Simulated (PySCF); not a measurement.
Dipole moment and polarisability of `O=S(=O)(O)C1=CC=CC1`

Compound: C₅H₆O₃S.
Cartesian coordinates in Å at the GFN2-xTB level; atoms count from 1:
```xyz
15
C5H6O3S angstrom
O      2.1030    0.3347    1.7712
S      1.8596   -0.3288    0.5335
O      2.3191   -1.6708    0.3409
O      2.5214    0.5592   -0.6533
C      0.1568   -0.1886    0.1327
C     -0.6198   -1.1007   -0.4685
C     -1.9583   -0.5629   -0.5801
C     -1.9859    0.6676   -0.0419
C     -0.6305    1.0253    0.4664
H      2.9970   -0.0275   -1.2425
H     -0.3110   -2.0726   -0.8048
H     -2.7804   -1.0912   -1.0269
H     -2.8309    1.3266    0.0291
H     -0.2275    1.9169   -0.0176
H     -0.6171    1.2208    1.5400
```

Level: PBE0/def2-SVPD (PySCF), static field, nuclei fixed, core orbitals frozen in the response. The polarisability tensor in these axes (au):

```
x   103.83  -2.86   7.62
y    -2.86  81.95   8.61
z     7.62   8.61  69.35
```

**Question.** Diagonalise the tensor; give its mean and Δα, where Δα² is half the sum of the squared differences of the eigenvalues.

**Answer.** Principal values 63.36, 86.28 and 105.48 au; mean 85.04 au = 12.60 Å³ = 14.02 × 10⁻⁴⁰ C²·m²/J; Δα = 36.53 au (43 % of the mean).

**Question.** What is the dipole moment, and where does it point?

**Answer.** (-3.31, 0.80, -2.94) D, 4.50 D in size, pointing from the negative to the positive side. Measured along this direction, the outermost atoms are O1 at the negative end and H12 at the positive end.

**Question.** Traceless (Buckingham) quadrupole moment about the centre of nuclear charge: eigenvalues?

**Answer.** -8.95, -1.42, 10.38 D·Å. The values depend on the origin, since the dipole doesn't vanish. The electronic extent ⟨r²⟩ about the same centre is 1289 bohr², a root-mean-square distance of 2.18 Å for the 76 electrons.

**Question.** Along which axes do the principal values lie, and how far do the nuclei extend along each?

**Answer.** Largest value along (0.98, -0.05, 0.20), where the nuclei span 5.57 Å; middle along (-0.04, 0.90, 0.44), 4.00 Å; least along (-0.20, -0.44, 0.88), 2.66 Å. The response follows the extents in order.

**Question.** Molar refractivity from α?

**Answer.** Lorentz–Lorenz: R = (4π/3)N_A α = 2.5225 cm³/(mol·Å³) × 12.60 Å³ = 31.8 cm³/mol, in the limit of long wavelengths.

The structure is a single GFN2-xTB conformer in the gas phase; no vibrational or solvent corrections.

The run behind these numbers computed excited states as well. Rough CPU time on one thread of a shared machine: about 1.9 min.
